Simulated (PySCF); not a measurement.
F₅Te, SMILES F[Te](F)(F)(F)F, multiplicity 2.

Geometry: B3LYP-D3(BJ)/def2-SVP. The isomer is the one that the SMILES or the coordinates give; other isomers of the formula were not compared. The def2 effective core potentials stand for the cores of Te; spin–orbit coupling is left out.

Level of theory: PBE/def2-TZVP (PySCF).

Gas-phase values at a fixed geometry.

```json
{
 "total_energy": "-767.00903 hartree",
 "point_group": "C4v",
 "α spin, highest occupied and lowest empty level": "-8.47 and -3.53 eV",
 "β spin, highest occupied and lowest empty level": "-10.04 and -7.63 eV",
 "dipole_moment": "1.63 D",
 "quadrupole, principal values (traceless, Buckingham form, about the centre of nuclear charge)": "-3.04, -3.04, 6.08 D·Å",
 "mean_static_polarisability": "42.7 bohr³ (6.33 Å³)",
 "polarisability_principal_values": "33.6, 47.3, 47.3 bohr³",
 "⟨S²⟩": "0.752 (pure state 0.75)"
}
```
